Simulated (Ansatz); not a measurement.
Relaxed structures of B2H4Te, singlet (PBE0-D4/def2-TZVP; forces vanish, vibrations not checked; lower isomers may exist, and structures with a doubtful reference or unclear bonds are left out; Å). Computed with Ansatz 0.2.0 (basis: def2-TZVPP); correlated methods freeze the cores. Filled d shells of the heavier atoms are correlated. Core potentials replace the inner electrons of the atoms past krypton. The def2 sets are not built for correlating such inner shells, so the correlated values are less sure here.

Q: Rank them by CCSD(T) energy, lowest first, and give each one's height above the lowest. Links in brackets join atoms within 1.22 times the sum of their covalent radii (1.1 for two metals). (To be estimated.)
A.
B₂H₄Te ([H]1[B]23[H][BH]12[TeH]3)
```
7
angstrom
B -0.2359 -0.3289 0.4136
B 0.9592 -0.3800 -0.7852
Te 0.4856 1.7933 0.1779
H -0.3712 -0.6718 -0.8484
H -1.0718 -0.7201 1.1590
H -0.6989 2.1684 -0.9181
H 0.9365 -0.9154 0.4793
```
B.
B₂H₄Te ([BH2][BH][TeH])
```
7
angstrom
B -1.0081 -0.2675 0.2813
B 0.0389 0.8446 -0.2941
Te 2.0574 0.2140 -0.4616
H -1.5673 -1.0400 -0.4459
H -1.2077 -0.3941 1.4572
H -0.1304 1.9724 -0.6451
H 1.8171 -1.3295 0.1083
```
C.
B₂H₄Te ([BH]1[BH][TeH2]1)
```
7
angstrom
B 1.0434 -0.0109 -0.1935
B 0.6330 1.3789 -0.5878
Te -1.1151 -0.1613 0.2654
H -1.5366 -1.6519 -0.4021
H -1.1251 -0.9126 1.7756
H 0.1272 2.4160 -0.8443
H 1.7368 -0.9500 -0.0056
```

A: By the calculation: B (0.0 kJ/mol), A (206.2 kJ/mol), C (231.6 kJ/mol). Heights count from the lowest.

T1 diagnostic: at most 0.016.

For scale, one of the runs: CCSD(T)/def2-TZVPP, 168 basis functions, launched by `ansatz run in.yaml --threads 2 --pin off --events-out ev --progress --plain --max-ram 4352MiB`. Time: 49 s of wall clock on 2 CPU threads of an Arm Neoverse V1; the host was shared. Peak host memory: 1.6 GiB.
